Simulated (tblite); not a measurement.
**Question.** Write Cartesian coordinates for `C=Cc1cc(S[SiH2][SiH3])n[nH]1` as optimised with GFN2-xTB.

**Answer.** 
```
atom  x, y, z in Å
C1    -3.8855   -0.8589   -0.9294
C2    -2.7082   -0.4165   -1.3569
C3    -1.5654   -0.1869   -0.5086
C4    -1.3700   -0.3518    0.8538
C5    -0.0433    0.0425    1.0800
S6     0.8555    0.0812    2.5541
Si7    2.6645    0.8134    1.5748
Si8    3.2637   -0.5618   -0.1763
N9     0.5366    0.4285   -0.0518
N10   -0.3925    0.2827   -1.0030
H11   -4.7091   -1.0101   -1.6045
H12   -4.0630   -1.0827    0.1076
H13   -2.5546   -0.1996   -2.4070
H14   -2.0640   -0.7043    1.5862
H15    2.3407    2.2035    1.2585
H16    3.5418    0.8428    2.7493
H17    4.6708   -0.9635   -0.0343
H18    2.4907   -1.8031   -0.2707
H19    3.1594    0.1273   -1.4650
H20   -0.1734    0.5084   -1.9596
```

Any rigid rotation of these coordinates is as good. Atoms count from 1 in this order. Of the pairs four or more bonds apart, Si8···N9 is among the closest relative to their van der Waals radii: 2.90 Å, 80 % of the sum of Bondi's values. Si8 (SiH3 silicon) is distorted tetrahedral (angles from 106.2° to 114.6°). N10 (pyrrole-type nitrogen) is planar (angles 127.7°, 120.0° and 112.3°, sum 360.0°, 0.00 Å off the plane of its three neighbours). N9 (pyridine-type nitrogen) is bent (angle 105.7°).

Bonds between heavy atoms (Å): C1=C2 1.328, C2–C3 1.442, C3–C4 1.386, C4–C5 1.402, C5–S6 1.727, S6–Si7 2.183, Si7–Si8 2.306, C5–N9 1.329, N9–N10 1.338, C3–N10 1.357.

The geometry is computed with GFN2-xTB (gas phase).

Point group: C1 (no symmetry element, even within 0.4 Å). Its GFN2-xTB frequencies are all real (lowest 36 cm⁻¹). One conformer, not necessarily the lowest (C1–C2–C3–C4 1°, C4–C5–S6–Si7 179°, C5–S6–Si7–Si8 -54°). 3 starts were optimised and ended at 0.00, 0.00 and 3.09 kcal/mol (GFN2-xTB); the lowest of these is shown.
